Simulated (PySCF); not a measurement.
# Stationary points of Ag2H2

Level of theory: PySCF, PBE0, basis Ag def2-TZVP with ECP28, H def2-TZVP (scalar-relativistic core potentials, no spin–orbit coupling, density fitting).

Relaxations began from a few typed shapes. The search is not exhaustive: other isomers or separated fragments can lie lower, and high-lying points may rest on an excited occupation.

```json
{"spin": "singlet", "group": "Cs", "bonds": "Ag–Ag 2.743 Å, Ag–H 1.650 Å, Ag–H 1.711 Å, Ag–H 1.813 Å", "angles": "Ag–Ag–H 37.6°, Ag–Ag–H 40.2°, Ag–Ag–H 146.1°, Ag–H–Ag 102.2°, H–Ag–H 176.3°", "imaginary modes (cm⁻¹)": "none", "ΔE (kJ/mol)": "0.0", "ΔE with ZPE (kJ/mol)": "0.0"}
{"spin": "singlet", "group": "C2h", "bonds": "Ag–Ag 2.701 Å, Ag–H 1.639 Å (×2)", "angles": "Ag–Ag–H 88.6° (×2)", "imaginary modes (cm⁻¹)": "304i", "ΔE (kJ/mol)": "51.2", "ΔE with ZPE (kJ/mol)": "–"}
{"spin": "singlet", "group": "D2h", "bonds": "Ag–H 1.951 Å (×4)", "angles": "Ag–H–Ag 80.2° (×2), H–Ag–H 99.8° (×2)", "imaginary modes (cm⁻¹)": "250i", "ΔE (kJ/mol)": "61.1", "ΔE with ZPE (kJ/mol)": "–"}
{"spin": "singlet", "group": "C2h", "bonds": "Ag–H 1.618 Å (×2)", "angles": "", "imaginary modes (cm⁻¹)": "none", "ΔE (kJ/mol)": "101.9", "ΔE with ZPE (kJ/mol)": "92.7"}
```

The lowest minimum found is the singlet Cs: Ag–Ag 2.743 Å, Ag–H 1.650 Å, Ag–H 1.711 Å, Ag–H 1.813 Å; Ag–Ag–H 37.6°, Ag–Ag–H 40.2°, Ag–Ag–H 146.1°, Ag–H–Ag 102.2°, H–Ag–H 176.3°.
